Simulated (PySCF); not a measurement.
# Sn₂H₄, triplet: molecular constants

These are results of UPBE0/[Sn def2-TZVP with ECP28, H def2-TZVP], scalar-relativistic core potentials, density fitting, no spin–orbit coupling, PySCF, not measurements.

The structure is a saddle point with 1 imaginary mode.

Coordinates in bohr (charge 0 multiplicity 3):
```
Sn    2.5859    0.0000   -0.7144
Sn   -2.5859    0.0000    0.7144
H     4.0502    2.6409    0.4881
H     4.0502   -2.6409    0.4881
H    -4.0502    2.6409   -0.4881
H    -4.0502   -2.6409   -0.4881
```

- Point group: C2h
- Bond lengths: Sn–H 1.720 Å (×4), Sn–Sn 2.839 Å
- Bond angles: H–Sn–H 108.7° (×2), H–Sn–Sn 109.6° (×4)
- Highest occupied level (α): -5.22 eV
- Zero-point energy (real modes): 63.5 kJ/mol
- Spin squared ⟨S²⟩: 2.004
- Principal quadrupole moments (Buckingham, traceless) about the centre of mass: -1.75, -0.10, 1.85 D Å
- Dipole moment: 0.00 D
- Atomisation energy without zero-point energy: 1080 kJ/mol
- Rotational constants: 1.606, 0.03358, 0.03323 cm⁻¹
- Principal polarisabilities: 69.2, 83.5, 140.3 bohr³
- Lowest empty level (β): -4.03 eV

Harmonic modes (masses in u: Sn 119.902, H 1.008):
```json
{"symmetry": "au", "ω (cm⁻¹)": "151i", "IR (km/mol)": "–", "μ (u)": "1.01"}
{"symmetry": "ag", "ω (cm⁻¹)": "162", "IR (km/mol)": "0.0", "μ (u)": "52.56"}
{"symmetry": "au", "ω (cm⁻¹)": "306", "IR (km/mol)": "12.6", "μ (u)": "1.01"}
{"symmetry": "bu", "ω (cm⁻¹)": "367", "IR (km/mol)": "88.9", "μ (u)": "1.02"}
{"symmetry": "bg", "ω (cm⁻¹)": "458", "IR (km/mol)": "0.0", "μ (u)": "1.04"}
{"symmetry": "ag", "ω (cm⁻¹)": "500", "IR (km/mol)": "0.0", "μ (u)": "1.04"}
{"symmetry": "bu", "ω (cm⁻¹)": "636", "IR (km/mol)": "313", "μ (u)": "1.02"}
{"symmetry": "ag", "ω (cm⁻¹)": "703", "IR (km/mol)": "0.0", "μ (u)": "1.02"}
{"symmetry": "bu", "ω (cm⁻¹)": "1850", "IR (km/mol)": "292", "μ (u)": "1.01"}
{"symmetry": "ag", "ω (cm⁻¹)": "1859", "IR (km/mol)": "0.0", "μ (u)": "1.01"}
{"symmetry": "bg", "ω (cm⁻¹)": "1882", "IR (km/mol)": "0.0", "μ (u)": "1.02"}
{"symmetry": "au", "ω (cm⁻¹)": "1891", "IR (km/mol)": "393", "μ (u)": "1.02"}
```

In C2h the vibrations span 3au + 4ag + 3bu + 2bg. The ag, bg modes carry no infrared intensity, as symmetry demands. With a centre of inversion only u modes can be infrared active and only g modes Raman active.

Charges (e):
| atom | Mulliken | Löwdin | polar tensor | spin (Mulliken) | Mayer order to Sn1 |
| --- | --- | --- | --- | --- | --- |
| Sn1 | 0.08 | 0.09 | 0.53 | 0.93 | – |
| Sn2 | 0.08 | 0.09 | 0.53 | 0.93 | 0.91 |
| H3,4 | -0.04 | -0.05 | -0.26 | 0.03 | 0.92 |
| H5,6 | -0.04 | -0.05 | -0.26 | 0.03 | 0.03 |
Other Mayer orders above 0.3: Sn–H 0.92 (×2).

Mulliken populations on Sn1 (electrons outside its core potential): s 3.54, p 8.28, d 10.09, f 0.01.

Outer orbital energies (eV). α occupied: -28.16, -14.80, -13.34, -9.53, -9.08, -8.04, -7.03, -5.22; empty: -0.76, -0.03, 0.48, 0.70. β occupied: -28.15, -28.15, -28.09, -14.12, -12.72, -9.26, -8.82, -7.58; empty: -4.03, -2.19, -0.35, 0.32.

This need not be the most stable arrangement of these atoms. At this level a singlet minimum of C2v symmetry lies 118 kJ/mol below this structure. Spin–orbit coupling, left out here, can matter for elements this heavy.

The final relaxation and frequency run took 95 s on 4 threads of a shared Arm Neoverse V1 host, with 124 basis functions and 15 gradients.
